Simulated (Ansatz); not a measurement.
Breaking a bond: Mg2, singlet.

Method: full CI/cc-pVTZ, frozen core in Ansatz (a first-principles code).

The batch members p0 to p7 hold the bond at 2.74, 2.88, 3.07, 3.28, 3.40, 3.52, 3.60, 3.74 Å.

Ansatz input:

Ansatz 0.2 input:
```yaml
# input.yaml
basis:
  gaussian: { orbitals: cc-pvtz }
correlation:
  method: fci
  electrons: outside_noble_gas
scf:
  omitted_lower_state_checks: [cluster_reference, increment]
batch:
  members: [p0.yaml, p1.yaml, p2.yaml, p3.yaml, p4.yaml, p5.yaml, p6.yaml, p7.yaml]

# p4.yaml, one of the 8 members of this batch
crystal:
  periodic: [false, false, false]
  atoms:
    - { symbol: Mg, position_ang: [0.0, 0.0, 0.0] }
    - { symbol: Mg, position_ang: [0.0, 0.0, 3.4] }
total_charge: 0
magnetization:
  spin_polarized: false
```

Lines of the output on each member:

```
Member 3: Total energy: -10865.33591500 eV, -399.2937300869 hartree
Member 3: Checks for a lower state left out: cluster_reference, increment
Member 1: Total energy: -10865.12591032 eV, -399.2860125574 hartree
Member 1: Checks for a lower state left out: cluster_reference, increment
Member 2: Total energy: -10865.25910427 eV, -399.2909073448 hartree
Member 2: Checks for a lower state left out: cluster_reference, increment
Member 0: Total energy: -10864.96478001 eV, -399.2800911279 hartree
Member 0: Checks for a lower state left out: cluster_reference, increment
Member 5: Total energy: -10865.37492967 eV, -399.2951638498 hartree
Member 5: Checks for a lower state left out: cluster_reference, increment
Member 4: Total energy: -10865.35993868 eV, -399.2946129412 hartree
Member 4: Checks for a lower state left out: cluster_reference, increment
Member 6: Total energy: -10865.38135498 eV, -399.2953999754 hartree
Member 6: Checks for a lower state left out: cluster_reference, increment
Member 7: Total energy: -10865.38783292 eV, -399.2956380356 hartree
Member 7: Checks for a lower state left out: cluster_reference, increment
```
